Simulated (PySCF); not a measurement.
1,2,4-triazole (C2H3N3), SMILES c1nc[nH]n1. Atoms are numbered in the order given.

```xyz
8

C      0.0210     1.1189     0.0000
N      1.1594     0.3700     0.0000
C      0.6946    -0.8663     0.0000
N     -0.6594    -0.8427     0.0000
N     -1.1112     0.4268     0.0000
H      0.0229     2.2077     0.0000
H      1.2785    -1.7855     0.0000
H     -1.3173    -1.6161     0.0000
```

Coordinates come from a TPSSh-D3(BJ)/def2-SVP optimisation.

Two levels are set side by side: PBE/pcSseg-1 (PySCF) and HF/pcSseg-1 (PySCF). GIAO shifts against NH3 (¹⁵N), TMS (¹H), TMS (¹³C) at the same level; non-relativistic, no solvent, atoms listed together averaged. Differences are taken from unrounded values.

```json
[
 {"quantity": "δ(¹³C) of C1 (ppm)", "HF": "167.2", "PBE": "156.5", "PBE minus HF": "-10.7"},
 {"quantity": "δ(¹⁵N) of N2 (ppm)", "HF": "289.5", "PBE": "295.4", "PBE minus HF": "5.8"},
 {"quantity": "δ(¹³C) of C3 (ppm)", "HF": "158.4", "PBE": "143.4", "PBE minus HF": "-15.0"},
 {"quantity": "δ(¹⁵N) of N4 (ppm)", "HF": "222.3", "PBE": "231.7", "PBE minus HF": "9.4"},
 {"quantity": "δ(¹⁵N) of N5 (ppm)", "HF": "340.2", "PBE": "331.0", "PBE minus HF": "-9.2"},
 {"quantity": "δ(¹H) of H6 (ppm)", "HF": "8.67", "PBE": "8.13", "PBE minus HF": "-0.53"},
 {"quantity": "δ(¹H) of H7 (ppm)", "HF": "8.78", "PBE": "8.15", "PBE minus HF": "-0.63"},
 {"quantity": "δ(¹H) of H8 (ppm)", "HF": "10.25", "PBE": "9.97", "PBE minus HF": "-0.28"}
]
```

Rough cost on one machine, each run with all the roots and properties that it gave: HF against PBE within a factor of 2.
